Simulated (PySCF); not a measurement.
**Arsenic: a sound run and one with changed settings**

Sound run: As²⁺ [Ar] 3d10 4s2 4p1, As³⁺ [Ar] 3d10 4s2. Calculation: PySCF 2.14, in pcseg-2 (6s5p3d1f, 43 functions); no relativity, point nucleus. The sound run starts from symmetry-adapted Hartree-Fock orbitals and uses a fine grid where one is needed.

A second run was set up differently.

| species | method | sound run (hartree) | changed run (hartree) | converged |
| --- | --- | --- | --- | --- |
| As²⁺ | UHF | -2233.20070 | -2232.49120 | no |
| As²⁺ | LDA | -2231.51703 | -2225.13706 | no |
| As²⁺ | BP86 | -2235.07373 | -2228.80691 | no |
| As³⁺ | UHF | -2232.19257 | -2231.82081 | no |
| As³⁺ | LDA | -2230.48013 | -2226.51433 | no |
| As³⁺ | BP86 | -2234.03751 | -2230.20360 | no |

What was changed?
A. level shift left on
B. basis contracted for another Hamiltonian
C. too few SCF iterations
D. minimal basis

C. It used initial guess 1e, at most 2 SCF cycles. The SCF was stopped early; the energies are upper bounds that still move, and correlated levels were skipped or rest on poor orbitals.
